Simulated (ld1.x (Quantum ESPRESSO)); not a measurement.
## Before and after: TM potential for Tl

```json
{
 "Element": "thallium (Tl)",
 "Generator": "ld1.x (Quantum ESPRESSO) 7.5",
 "Type": "norm-conserving Troullier–Martins (Kleinman–Bylander form)",
 "Functional": "PBE",
 "Relativity": "fully relativistic",
 "Frozen core": "[Xe] 4f14",
 "Valence charge": "13",
 "Reference configuration": "5d10 6s2 6p0 (charge +1)",
 "Partial waves": "6p (bound, empty): rc 2.45 bohr; 5d (bound): rc 1.90 bohr; 6s (bound): rc 1.50 bohr",
 "Local potential": "the s channel",
 "Core correction": "none"
}
```

Open shells are filled in proportion to 2j + 1 (rel_dist='average').

Change: core [Xe] 4f14 5d10, valence charge 3; reference 6s2 6p1; waves now 6s (bound): rc 1.95 bohr; 6p (bound): rc 3.05 bohr; local potential the p channel; core correction a·sin(br)/r model core, default radius (core density twice the valence density).

Cutoffs: the cutoffs (Ry, on a coarse ladder) from which the occupation-weighted sum of valence levels, in a spherical-Bessel basis at the reference potential, stays within 10 and 1 mRy of its value at 400 Ry; they do not see the model core or the augmentation charge, which bear on the density cutoff. Errors are all-electron minus pseudo energies relative to the spin-unpolarised reference configuration.

**Question.** What does the change do?

**Answer.** The potential gets softer (80 Ry and 160 Ry → 18 Ry and 40 Ry); the miss of the reference levels goes from 0.00 to 0.76 eV; neither file shows a bound ghost. The shells moved into the core no longer need plane waves of their own. Several settings change at once here, so the effects cannot be laid on one of them. In the changed file the local p channel has no projectors, so it cannot carry the spin–orbit splitting, and the file is wrong for that shell.

```tsv
quantity	base	changed
cutoff, loose	80 Ry	18 Ry
cutoff, tight	160 Ry	40 Ry
bound ghosts	none	none
largest miss of a reference level, eV	0.00	0.76
largest error over its own tests, meV	+145	-319
```
